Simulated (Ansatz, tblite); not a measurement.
Removing an electron: BiH₂Cl. Total charge 0; singlet. Geometry: PBE0-D4/def2-TZVP. Ansatz, gas phase; energy differences of separate SCF runs; the oxidised species was run as a doublet alone.

```csv
atom,x (Å),y (Å),z (Å)
Bi1,-0.1508,0.5044,-0.6545
H2,1.2230,-0.6433,-0.7324
H3,-1.2599,-0.8654,-0.3313
Cl4,0.1877,1.0043,1.7181
```

In the def2 sets Bi takes a core potential; there is no spin–orbit coupling. The xTB rows come from tblite. Correlated methods freeze 9 core orbitals; core or outer-core shells of Bi are correlated, in sets that lack core-valence functions.

Question: Estimate orbital energies and vertical ionisation energies at: GFN1-xTB; GFN2-xTB; HF/def2-TZVPP; PBE-D4/def2-TZVP; r2SCAN-D4/def2-TZVP; PBE0-D4/def2-TZVP; MP2/def2-TZVPP; CCSD/def2-TZVPP; CCSD(T)/def2-TZVPP.

Answer: 
| level | −HOMO (eV) | vertical IE (eV) | −LUMO (eV) | HOMO–LUMO gap (eV) |
| --- | --- | --- | --- | --- |
| GFN1-xTB | 11.66 | 14.49 | 5.51 | 6.15 |
| GFN2-xTB | 11.00 | 14.10 | 5.46 | 5.54 |
| HF/def2-TZVPP | – | 9.57 | – | – |
| PBE-D4/def2-TZVP | 6.65 | 9.73 | 2.57 | 4.08 |
| r2SCAN-D4/def2-TZVP | 6.95 | 9.89 | 2.34 | 4.61 |
| PBE0-D4/def2-TZVP | 7.81 | 9.98 | 1.81 | 6.01 |
| MP2/def2-TZVPP | – | 10.30 | – | – |
| CCSD/def2-TZVPP | – | 10.14 | – | – |
| CCSD(T)/def2-TZVPP | – | 10.08 | – | – |

  Raw xTB energy differences between charge states are shifted by several eV; the methods need an empirical correction for them.
